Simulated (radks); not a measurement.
Question: Pd I, configuration [Kr] 4d7.5 5p2.5 (fractional occupations, a model configuration). Method: Dirac Kohn-Sham, LDA (Slater exchange, Perdew-Wang correlation), spin-unpolarised, spherical densities, point nucleus; open shells fill j = l - 1/2 first; computed with a radial shooting solver on a logarithmic mesh with Libxc functionals.

Spin-orbit splittings of the eigenvalues, e(l+1/2) - e(l-1/2), with zeta = 2 splitting/(2l+1) and mean radii in bohr:

shell  occ.  splitting (eV)  zeta (eV)  <r> j=l-1/2  <r> j=l+1/2
2p        6           159.1      106.1       0.1172       0.1222
3p        6           27.75      18.50       0.3716       0.3825
3d       10           5.540      2.216       0.3558       0.3593
4p        6               ?          ?        1.009        1.039
4d      7.5          0.5394     0.2158        1.365        1.382
5p      2.5          0.2733     0.1822        3.668        3.809

Estimate the 4p splitting.

Answer: 4.610 eV (zeta = 3.074 eV).
